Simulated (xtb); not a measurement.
HCl$_{2}$OTi (SMILES [OH][Ti+]([Cl])[Cl]), charge +1, singlet, at a GFN2-xTB geometry (such geometries of metal compounds can be far from the true shape) (the multiplicity is a formal guess), atoms displaced at random by about 0.1 Å a coordinate; xtb 6.7.1 with GFN1-xTB.

The xtb input:
```
$ xtb mol.xyz --gfn 1 --chrg 1 --opt loose --json

# file mol.xyz
5

Ti     0.21159994     0.31355557     0.52694087
Cl    -1.13311181    -1.35164175    -0.21278198
Cl     0.25970006     1.40655840    -0.94493162
O      1.51703412    -0.69514757     0.67198464
H      2.41207331    -1.02771090     1.11096569
```

The log (banner, timings and long lists left out):

```
   ID    Z sym.   atoms
    1   22 Ti     1
    2   17 Cl     2, 3
    3    8 O      4
    4    1 H      5

           -------------------------------------------------
          |                Calculation Setup                |
           -------------------------------------------------

           -------------------------------------------------
          |                 G F N 1 - x T B                 |
           -------------------------------------------------

          ...................................................
          :                      SETUP                      :
          :.................................................:
          :  # basis functions                  36          :
          :  # atomic orbitals                  33          :
          :  # shells                           13          :
          :  # electrons                        24          :
          :  # halogen bonds                     2          :
          :  max. iterations                   250          :
          :  Hamiltonian                  GFN1-xTB          :
          :  restarted?                      false          :
          :  GBSA solvation                  false          :
          :  PC potential                    false          :
          :  electronic temp.          300.0000000     K    :
          :  accuracy                    1.0000000          :
          :  -> integral cutoff          0.2500000E+02      :
          :  -> integral neglect         0.1000000E-07      :
          :  -> SCF convergence          0.1000000E-05 Eh   :
          :  -> wf. convergence          0.2000000E-04 e    :
          :  Broyden damping             0.4000000          :
          :  net charge                          1          :
          :  unpaired electrons                  0          :
          ...................................................

 iter      E             dE          RMSdq      gap      omega  full diag
   1    -19.2640540 -0.192641E+02  0.444E+01    1.10       0.0  T
   2     -7.9266363  0.113374E+02  0.252E+01    0.08       1.0  T
   3     -8.5327820 -0.606146E+00  0.225E+01    0.17       1.0  T
   4    -13.6531014 -0.512032E+01  0.195E+01    2.33       1.0  T
   5    -12.9273483  0.725753E+00  0.195E+01    4.45       1.0  T
   6    -12.9258035  0.154474E-02  0.179E+01    5.21       1.0  T
   7    -51.7267062 -0.388009E+02  0.729E+01    0.55       1.0  T
   8    -48.2289399  0.349777E+01  0.687E+01    0.25       1.0  T
   9    -13.1513533  0.350776E+02  0.143E+01    0.27       1.0  T
  10    -12.7039988  0.447355E+00  0.145E+01    5.95       1.0  T
  11    -14.2830461 -0.157905E+01  0.646E+00    3.77       1.0  T
  12    -14.0658257  0.217220E+00  0.789E+00    4.16       1.0  T
  13    -14.5147741 -0.448948E+00  0.475E+00    3.11       1.0  T
  14    -14.5700287 -0.552546E-01  0.404E+00    2.89       1.0  T
  15    -14.5542787  0.157499E-01  0.389E+00    2.82       1.0  T
  16    -14.5355262  0.187525E-01  0.406E+00    2.79       1.0  T
  17    -14.6445231 -0.108997E+00  0.253E+00    2.18       1.0  T
  18    -14.6230586  0.214645E-01  0.280E+00    2.35       1.0  T
  19    -14.6262241 -0.316555E-02  0.255E+00    2.27       1.0  T
  20    -14.6674635 -0.412393E-01  0.119E+00    2.02       1.0  T
  21    -14.6772349 -0.977145E-02  0.774E-01    2.01       1.0  T
  22    -14.6795983 -0.236342E-02  0.635E-01    2.04       1.0  T
  23    -14.6825893 -0.299102E-02  0.275E-01    2.01       1.0  T
  24    -14.6828080 -0.218677E-03  0.212E-01    1.91       1.0  T
  25    -14.6827974  0.106021E-04  0.191E-01    1.91       1.0  T
  26    -14.6826076  0.189785E-03  0.274E-01    2.00       1.0  T
  27    -14.6832840 -0.676361E-03  0.285E-02    1.94       1.6  T
  28    -14.6832883 -0.431233E-05  0.177E-02    1.94       2.5  T
  29    -14.6832841  0.420746E-05  0.261E-02    1.94       1.7  T
  30    -14.6832909 -0.680145E-05  0.416E-03    1.93      10.8  T
[...]
         :: total energy             -14.570218275999 Eh    ::
 * total energy  :   -14.5702183 Eh     change       -0.2401634E-11 Eh
 * total energy  :   -14.6273031 Eh     change       -0.5708480E-01 Eh
 * total energy  :   -14.6352198 Eh     change       -0.7916774E-02 Eh
 * total energy  :   -14.6370271 Eh     change       -0.1807273E-02 Eh
 * total energy  :   -14.6383665 Eh     change       -0.1339368E-02 Eh
 * total energy  :   -14.6395677 Eh     change       -0.1201238E-02 Eh
 * total energy  :   -14.6411541 Eh     change       -0.1586404E-02 Eh
 * total energy  :   -14.6415774 Eh     change       -0.4233046E-03 Eh
 * total energy  :   -14.6416370 Eh     change       -0.5956882E-04 Eh
 * total energy  :   -14.6416671 Eh     change       -0.3005879E-04 Eh
   *** GEOMETRY OPTIMIZATION CONVERGED AFTER 10 ITERATIONS ***
         :: total energy             -14.641667063638 Eh    ::
[...]
         :: add. restraining           0.000000000000 Eh    ::
         :: total charge               1.000000000000 e     ::
         :::::::::::::::::::::::::::::::::::::::::::::::::::::

           -------------------------------------------------
          |                Property Printout                |
           -------------------------------------------------

    * Orbital Energies and Occupations

         #    Occupation            Energy/Eh            Energy/eV
      -------------------------------------------------------------
         1        2.0000           -1.1927559             -32.4565
         2        2.0000           -1.1593743             -31.5482
         3        2.0000           -1.0310063             -28.0551
         4        2.0000           -0.8466869             -23.0395
         5        2.0000           -0.7641166             -20.7927
         6        2.0000           -0.7595458             -20.6683
         7        2.0000           -0.7417358             -20.1837
         8        2.0000           -0.6966315             -18.9563
         9        2.0000           -0.6910563             -18.8046
        10        2.0000           -0.6822673             -18.5654
        11        2.0000           -0.6775573             -18.4373
        12        2.0000           -0.6736073             -18.3298 (HOMO)
        13                         -0.6019172             -16.3790 (LUMO)
        14                         -0.5810716             -15.8118
        15                         -0.5651096             -15.3774
        16                         -0.5358441             -14.5811
        17                         -0.5255547             -14.3011
        18                         -0.3952859             -10.7563
        19                         -0.3277795              -8.9193
        20                         -0.2890602              -7.8657
        21                         -0.2802131              -7.6250
        22                         -0.2800803              -7.6214
        23                         -0.2796519              -7.6097
       ...                                ...                  ...
        33                          0.2802927               7.6272
      -------------------------------------------------------------
                  HL-Gap            0.0716900 Eh            1.9508 eV
             Fermi-level           -0.6377622 Eh          -17.3544 eV

  Mulliken/CM5 charges         n(s)   n(p)   n(d)
     1Ti    0.91153  1.38394   0.936  1.082  1.071
     2Cl    0.08941 -0.02172   1.812  5.105 -0.007
     3Cl    0.08840 -0.02198   1.813  5.105 -0.007
     4O    -0.54720 -0.96380   1.557  4.990  0.000
     5H     0.45785  0.62356   0.542  0.000  0.000

Wiberg/Mayer (AO) data.
largest (>0.10) Wiberg bond orders for each atom

 ---------------------------------------------------------------------------
     #   Z sym  total        # sym  WBO       # sym  WBO       # sym  WBO
 ---------------------------------------------------------------------------
     1  22 Ti   4.598 --     2 Cl   1.592     3 Cl   1.590     4 O    1.389
     2  17 Cl   1.757 --     1 Ti   1.592
     3  17 Cl   1.756 --     1 Ti   1.590
     4   8 O    2.273 --     1 Ti   1.389     5 H    0.751
     5   1 H    0.786 --     4 O    0.751
 ---------------------------------------------------------------------------

Topologies differ in total number of bonds
Writing topology from bond orders to xtbtopo.mol

 dipole moment from electron density (au)
     X       Y       Z
   1.1571  -0.4517   0.4965  total (Debye):    3.400

optimized geometry written to: xtbopt.xyz

           -------------------------------------------------
          | TOTAL ENERGY              -14.641667063638 Eh   |
          | GRADIENT NORM               0.001363868181 Eh/α |
          | HOMO-LUMO GAP               1.950785127123 eV   |
           -------------------------------------------------

normal termination of xtb
```
